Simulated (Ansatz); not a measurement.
This geometry of C₂H₇Sb (10 atoms, charge 0, multiplicity 1) is a first-order saddle point.

Computed with RKS LDA/def2-SVP in Ansatz 0.2.0.

```xyz
10
Properties=species:S:1:pos:R:3
C -0.627 0.396 -0.918
C -0.167 -0.756 -0.059
Sb 1.656 -0.344 1.085
H -1.521 0.119 -1.522
H 0.158 0.724 -1.634
H -0.899 1.284 -0.308
H 0.067 -1.653 -0.672
H -0.939 -1.061 0.678
H 0.814 -0.114 2.576
H 1.541 1.354 0.777
```

Question: Which two structures does it join? (They come from a converged band through this point; their orientation in space is the band's.)

Answer: No bond is made or broken. The dihedral H8–C2–Sb3–H9 goes from -79 to 38°.

Initial state:

```xyz
10
Properties=species:S:1:pos:R:3
C -0.835 0.418 -0.573
C -0.065 -0.820 -0.191
Sb 1.620 -0.478 1.150
H -1.682 0.182 -1.257
H -0.188 1.161 -1.089
H -1.261 0.927 0.319
H 0.364 -1.336 -1.078
H -0.705 -1.569 0.326
H 0.684 0.571 2.160
H 2.151 0.893 0.235
```

Final state:

```xyz
10
Properties=species:S:1:pos:R:3
C -0.530 0.388 -1.140
C -0.204 -0.577 -0.027
Sb 1.619 0.007 1.024
H -1.435 0.074 -1.708
H 0.300 0.475 -1.877
H -0.729 1.413 -0.754
H -0.019 -1.604 -0.412
H -1.020 -0.646 0.722
H 1.260 -0.951 2.419
H 0.841 1.370 1.757
```

Question: How far does it lie above each of them?

Answer: 1.5 kcal/mol above the first and 0.8 kcal/mol above the second. This is the barrier of this one path; another mechanism may lie lower.

The run took 45 s on 1 thread of Arm Neoverse V2, on a shared host, peak memory 0.12 GiB.
